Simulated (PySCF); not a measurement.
## Mass spectrum arithmetic for `O=C([SiH3])C/C=C\F`

Species: `O=C([SiH3])C/C=C\F`.

All values are calculated from tables of isotopes.

(1) Molar mass and exact mass?

(2) Give the isotope pattern of the molecular ion M+•, merging species of the same nominal mass.

(3) Protons, neutrons, electrons, and exact less nominal mass of the monoisotopic species?

(4) What resolving power m/Δm just matches the spacing of the species with one 29Si and with one 13C?

(5) Double-bond equivalents and nitrogen rule?

(6) What share of all molecules is the monoisotopic species?

(7) Which m/z would the protonated, sodiated and deprotonated molecule have?

## Answers

(1) For C4H7FOSi, with standard atomic weights, 1 × 15.999 + 4 × 12.011 + 1 × 28.085 + 1 × 18.998 + 7 × 1.008 = 118.182 g/mol. From the most abundant isotopes (16O, 12C, 28Si, 19F, 1H), 1 × 15.994915 + 4 × 12.000000 + 1 × 27.976927 + 1 × 18.998403 + 7 × 1.007825 = 118.0250 u.

(2) 
| nominal mass | m/z (centroid) | relative intensity |
| --- | --- | --- |
| 118 | 118.0245 | 100.0 |
| 119 | 119.0258 | 9.5 |
| 120 | 120.0223 | 3.9 |
| 121 | 121.0255 | 0.2 |

Lines under 0.1 % of the tallest are left out. One electron mass, 0.00055 u, is taken off.

(3) 62 protons, 56 neutrons and 62 electrons; 118.0250 − 118 = +0.0250 u.

(4) They lie 0.00379 u apart at mass 119.02, so m/Δm is about 31000.

(5) (2 × 5 + 2 + 0 − 8)/2 = 2; the structure has 0 rings and 2 π bonds. The nominal mass 118 is even, with 0 nitrogens, as the rule says.

(6) 0.99757 × 0.9893^4 × 0.922297 × 1 × 0.999885^7 = 88.06 %.

(7) [M+H]+ 119.0323, [M+Na]+ 141.0142, [M−H]− 117.0177, for the monoisotopic species (arithmetic only; whether such ions form is another matter).
